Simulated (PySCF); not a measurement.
**Where the electron goes**

C4H9PSi2.
Cartesian coordinates in Å at the GFN2-xTB level; atoms count from 1:
```
atom  x, y, z in Å
C1    -1.784    2.779    0.349
C2    -1.003    1.865    0.384
C3    -0.105    0.777    0.422
C4     1.187    0.960    0.105
Si5    2.522   -0.361    0.070
Si6   -0.884   -0.882    0.918
P7    -1.194   -2.064   -0.964
H8    -2.454    3.585    0.317
H9     1.488    1.968   -0.169
H10    3.721    0.245   -0.516
H11    2.087   -1.506   -0.733
H12    2.819   -0.797    1.440
H13   -2.133   -0.597    1.640
H14    0.017   -1.655    1.779
H15   -2.265   -1.308   -1.410
H16   -2.027   -3.000   -0.377
```

Computed with PySCF 2.14.0, density-fitted response routines, TDDFT B3LYP/def2-SVPD, vertical, gas phase, core orbitals frozen in the response.

Kohn–Sham orbitals with the atoms that hold most of them (Löwdin shares over 4%, at most four atoms; ? is withheld):

```json
{"orbital": "LUMO+2", "ε (eV)": "0.07", "atoms": "P7 18%, Si6 17%, Si5 12%, H14 9%"}
{"orbital": "LUMO+1", "ε (eV)": "-0.13", "atoms": "Si6 18%, P7 12%, Si5 12%, C2 8%"}
{"orbital": "LUMO", "ε (eV)": "?", "atoms": "C4 29%, C3 22%, C1 12%, C2 9%"}
{"orbital": "HOMO", "ε (eV)": "-7.02", "atoms": "?"}
{"orbital": "HOMO-1", "ε (eV)": "-7.33", "atoms": "?"}
{"orbital": "HOMO-2", "ε (eV)": "-7.74", "atoms": "C1 37%, C2 33%, C3 10%, Si6 6%"}
{"orbital": "HOMO-3", "ε (eV)": "-8.69", "atoms": "C4 22%, Si5 13%, C3 12%, Si6 10%"}
```

(1) Give the leading atoms of the HOMO-1.

(2) Which atoms hold the HOMO, and with what shares?

(3) What is the LUMO energy, and the HOMO–LUMO gap?

Results:

(1) P7 (bonded to Si and 2 H) 54%; Si6 (bonded to C, P and 2 H) 11%; C1 (bonded to C and H) 7%; C2 (bonded to 2 C) 6%. By element: phosphorus 54%, carbon 13% or more, silicon 11% or more.

(2) C4 (bonded to C, Si and H) 22%; C1 (bonded to C and H) 20%; C2 (bonded to 2 C) 16%; C3 (bonded to 2 C and Si) 15%.

(3) ε(LUMO) = -1.93 eV; the gap is 5.09 eV (0.1872 hartree).

Question: How does S1 compare with the orbital gap of 5.09 eV?

Answer: S1 is at 4.53 eV (f = 0.014), 0.56 eV below the gap, made of HOMO-2→LUMO (53%), HOMO-1→LUMO (35%), HOMO→LUMO (11%). Its leading pair isn't HOMO and LUMO; the energies of that pair differ by 5.81 eV. 

Next come S2 at 4.68 eV (f 0.033), HOMO-2→LUMO (44%), HOMO-1→LUMO (30%), HOMO→LUMO (25%); S3 at 4.93 eV (f 0.246), HOMO→LUMO (57%), HOMO-1→LUMO (33%); S4 at 5.60 eV (f 0.0089), HOMO-3→LUMO (93%); S5 at 5.88 eV (f 0.0004), HOMO→LUMO+1 (77%), HOMO→LUMO+2 (13%).

Löwdin shares depend on the basis, the more so with diffuse functions.

One conformer stands for the species.
